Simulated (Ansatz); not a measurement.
Ansatz (an electronic-structure program) input (B3LYP-D3(BJ)/def2-TZVP):

Ansatz 0.2 input:
```yaml
crystal:
  periodic: [false, false, false]
  atoms:
    - {symbol: W, position_ang: [-0.00000000, -0.00000000, -0.20658329]}
    - {symbol: F, position_ang: [0.00000000, 0.00000000, 1.69857375]}
basis:
  gaussian:
    orbitals: def2-TZVP
hamiltonian:
  xc: b3lyp
  dispersion: d3bj
magnetization: {spin_polarized: true, initial_magnetization: 5}
phonons: {temperatures: {t_min: 298.15, t_max: 298.15, t_step: 100}}
```

Output:

```
Functional definition: B3LYP
integrals: 0.01 GiB planned
549 factors; their error is unknown
mean field: 0.20 GiB planned
mean field evaluation 1: about -4539.8769 eV, gradient 2.3e1 eV
mean field evaluation 2: about -4534.2151 eV, gradient 5.0e1 eV
mean field evaluation 4: about -4541.9759 eV, gradient 1.9e0 eV
mean field evaluation 8: about -4542.0186 eV, gradient 8.0e-2 eV
mean field evaluation 16: about -4541.3423 eV, gradient 4.0e0 eV
mean field -4542.01857475 eV, -166.9161039315 hartree, gradient 1.0e-5 eV, S^2 8.753433; 1 other end points of the search recorded, 0 dependent functions left out
the calculation of the forces begins
reference -4542.01875979 eV, -166.9161107313 hartree; 14, 9 occupied and 57, 62 virtual orbitals, 549 factors
these checks for a lower state are left out or cut short: stability, starts, cluster_reference, orbital_swaps, neighbouring_geometries, increment
integrals: 0.01 GiB planned
549 factors; their error is unknown
mean field: 0.20 GiB planned
mean field -4542.01857475 eV, -166.9161039314 hartree, gradient 2.2e-6 eV, S^2 8.753433; 0 other end points of the search recorded, 0 dependent functions left out
the calculation of the forces begins
reference -4542.01875979 eV, -166.9161107313 hartree; 14, 9 occupied and 57, 62 virtual orbitals, 549 factors
these checks for a lower state are left out or cut short: stability, starts, cluster_reference, orbital_swaps, neighbouring_geometries, increment
integrals: 0.01 GiB planned
549 factors; their error is unknown
mean field: 0.20 GiB planned
mean field evaluation 32: about -4542.0186 eV, gradient 4.9e-4 eV
mean field -4542.01857475 eV, -166.9161039314 hartree, gradient 2.2e-6 eV, S^2 8.753433; 0 other end points of the search recorded, 0 dependent functions left out
the calculation of the forces begins
reference -4542.01875979 eV, -166.9161107313 hartree; 14, 9 occupied and 57, 62 virtual orbitals, 549 factors
these checks for a lower state are left out or cut short: stability, starts, cluster_reference, orbital_swaps, neighbouring_geometries, increment
integrals: 0.01 GiB planned
549 factors; their error is unknown
mean field: 0.20 GiB planned
mean field -4542.01857475 eV, -166.9161039314 hartree, gradient 2.2e-6 eV, S^2 8.753433; 0 other end points of the search recorded, 0 dependent functions left out
the calculation of the forces begins
reference -4542.01875979 eV, -166.9161107313 hartree; 14, 9 occupied and 57, 62 virtual orbitals, 549 factors
these checks for a lower state are left out or cut short: stability, starts, cluster_reference, orbital_swaps, neighbouring_geometries, increment
integrals: 0.01 GiB planned
549 factors; their error is unknown
mean field: 0.20 GiB planned
mean field -4542.01857475 eV, -166.9161039314 hartree, gradient 2.2e-6 eV, S^2 8.753433; 0 other end points of the search recorded, 0 dependent functions left out
the calculation of the forces begins
reference -4542.01875979 eV, -166.9161107313 hartree; 14, 9 occupied and 57, 62 virtual orbitals, 549 factors
these checks for a lower state are left out or cut short: stability, starts, cluster_reference, orbital_swaps, neighbouring_geometries, increment
integrals: 0.01 GiB planned
549 factors; their error is unknown
mean field: 0.20 GiB planned
mean field -4542.01849708 eV, -166.9161010771 hartree, gradient 2.3e-6 eV, S^2 8.753420; 0 other end points of the search recorded, 0 dependent functions left out
the calculation of the forces begins
reference -4542.01868213 eV, -166.9161078776 hartree; 14, 9 occupied and 57, 62 virtual orbitals, 549 factors
these checks for a lower state are left out or cut short: stability, starts, cluster_reference, orbital_swaps, neighbouring_geometries, increment
integrals: 0.01 GiB planned
549 factors; their error is unknown
mean field: 0.20 GiB planned
mean field evaluation 64: about -4542.0185 eV, gradient 4.9e-4 eV
mean field -4542.01849542 eV, -166.9161010160 hartree, gradient 2.3e-6 eV, S^2 8.753446; 0 other end points of the search recorded, 0 dependent functions left out
the calculation of the forces begins
reference -4542.01868043 eV, -166.9161078150 hartree; 14, 9 occupied and 57, 62 virtual orbitals, 549 factors
these checks for a lower state are left out or cut short: stability, starts, cluster_reference, orbital_swaps, neighbouring_geometries, increment
integrals: 0.01 GiB planned
549 factors; their error is unknown
mean field: 0.20 GiB planned
mean field -4542.01857475 eV, -166.9161039314 hartree, gradient 2.2e-6 eV, S^2 8.753433; 0 other end points of the search recorded, 0 dependent functions left out
the calculation of the forces begins
reference -4542.01875979 eV, -166.9161107313 hartree; 14, 9 occupied and 57, 62 virtual orbitals, 549 factors
these checks for a lower state are left out or cut short: stability, starts, cluster_reference, orbital_swaps, neighbouring_geometries, increment
integrals: 0.01 GiB planned
549 factors; their error is unknown
mean field: 0.20 GiB planned
mean field -4542.01857475 eV, -166.9161039314 hartree, gradient 2.2e-6 eV, S^2 8.753433; 0 other end points of the search recorded, 0 dependent functions left out
the calculation of the forces begins
reference -4542.01875979 eV, -166.9161107313 hartree; 14, 9 occupied and 57, 62 virtual orbitals, 549 factors
these checks for a lower state are left out or cut short: stability, starts, cluster_reference, orbital_swaps, neighbouring_geometries, increment
integrals: 0.01 GiB planned
549 factors; their error is unknown
mean field: 0.20 GiB planned
mean field -4542.01857475 eV, -166.9161039314 hartree, gradient 2.2e-6 eV, S^2 8.753433; 0 other end points of the search recorded, 0 dependent functions left out
the calculation of the forces begins
reference -4542.01875979 eV, -166.9161107313 hartree; 14, 9 occupied and 57, 62 virtual orbitals, 549 factors
these checks for a lower state are left out or cut short: stability, starts, cluster_reference, orbital_swaps, neighbouring_geometries, increment
integrals: 0.01 GiB planned
549 factors; their error is unknown
mean field: 0.20 GiB planned
mean field evaluation 96: about -4542.0186 eV, gradient 4.9e-4 eV
mean field -4542.01857475 eV, -166.9161039314 hartree, gradient 2.2e-6 eV, S^2 8.753433; 0 other end points of the search recorded, 0 dependent functions left out
the calculation of the forces begins
reference -4542.01875979 eV, -166.9161107313 hartree; 14, 9 occupied and 57, 62 virtual orbitals, 549 factors
these checks for a lower state are left out or cut short: stability, starts, cluster_reference, orbital_swaps, neighbouring_geometries, increment
integrals: 0.01 GiB planned
549 factors; their error is unknown
mean field: 0.20 GiB planned
mean field -4542.01849542 eV, -166.9161010160 hartree, gradient 2.3e-6 eV, S^2 8.753446; 0 other end points of the search recorded, 0 dependent functions left out
the calculation of the forces begins
reference -4542.01868043 eV, -166.9161078150 hartree; 14, 9 occupied and 57, 62 virtual orbitals, 549 factors
these checks for a lower state are left out or cut short: stability, starts, cluster_reference, orbital_swaps, neighbouring_geometries, increment
integrals: 0.01 GiB planned
549 factors; their error is unknown
mean field: 0.20 GiB planned
mean field -4542.01849708 eV, -166.9161010771 hartree, gradient 2.3e-6 eV, S^2 8.753420; 0 other end points of the search recorded, 0 dependent functions left out
the calculation of the forces begins
reference -4542.01868213 eV, -166.9161078776 hartree; 14, 9 occupied and 57, 62 virtual orbitals, 549 factors
Total energy: -4542.04784747 eV, -166.9171796840 hartree
Atom 0 at    -0.000000    -0.000000    -0.206583 Å, force    -0.000000     0.000000    -0.000003 eV/Å
Atom 1 at     0.000000     0.000000     1.698574 Å, force     0.000000    -0.000000     0.000003 eV/Å
Dipole moment:    -0.000000    -0.000000    -0.576452 e Å
Vibrations: 629.89 cm⁻¹, zero-point energy 0.039048 eV
```

The spin state was set by rule; other spins were not relaxed.
